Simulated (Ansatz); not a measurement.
Computed with Ansatz on PBE0-D4/def2-TZVP structures; ΔE is electronic, products minus reactants. CCSD(T)/CBS is the MP2 limit (def2-TZVPP, def2-QZVPP) plus CCSD(T) − MP2 in def2-TZVPP, frozen cores. This one scheme is used for every species. DFT in def2-TZVPP. B3LYP here is the variant with VWN-RPA as its local correlation; programs differ in this. One conformer a species, not always the lowest.

`CS[SiH2][SiH2]S` + H₂O → `O[SiH2][SiH2]S` + CH₃SH  (formal hydrolysis of the Si–S bond)

```json
{"level": "PBE-D4", "ΔE (kcal/mol)": "-1.4", "difference from CCSD(T)/CBS": "2.1"}
{"level": "r2SCAN-D4", "ΔE (kcal/mol)": "-4.2", "difference from CCSD(T)/CBS": "-0.7"}
{"level": "ωB97X-V", "ΔE (kcal/mol)": "-5.5", "difference from CCSD(T)/CBS": "-2.0"}
{"level": "B2PLYP", "ΔE (kcal/mol)": "-7.0", "difference from CCSD(T)/CBS": "-3.5"}
{"level": "PBE", "ΔE (kcal/mol)": "-3.8", "difference from CCSD(T)/CBS": "-0.3"}
{"level": "PBE0", "ΔE (kcal/mol)": "-4.2", "difference from CCSD(T)/CBS": "-0.7"}
{"level": "B3LYP", "ΔE (kcal/mol)": "-8.6", "difference from CCSD(T)/CBS": "-5.1"}
{"level": "MP2/def2-TZVPP", "ΔE (kcal/mol)": "-3.3", "difference from CCSD(T)/CBS": "0.2"}
{"level": "CCSD/def2-TZVPP", "ΔE (kcal/mol)": "-6.3", "difference from CCSD(T)/CBS": "-2.8"}
{"level": "MP2/CBS(def2)", "ΔE (kcal/mol)": "-1.9", "difference from CCSD(T)/CBS": "1.6"}
{"level": "CCSD(T)/CBS", "ΔE (kcal/mol)": "-3.5", "difference from CCSD(T)/CBS": "0"}
```

Largest T1 diagnostic among the species: 0.012.

In def2-TZVPP, CCSD(T) changes the Hartree–Fock value by +7.4 kcal/mol (the triples alone add +1.4 kcal/mol) and MP2 by +8.9 kcal/mol. The D4 term adds +3.8 kcal/mol with B3LYP and +2.2 kcal/mol with PBE0; it sums over pairs of atoms, weighted by their polarisabilities, and B3LYP, whose exchange is more repulsive, gets the larger term.
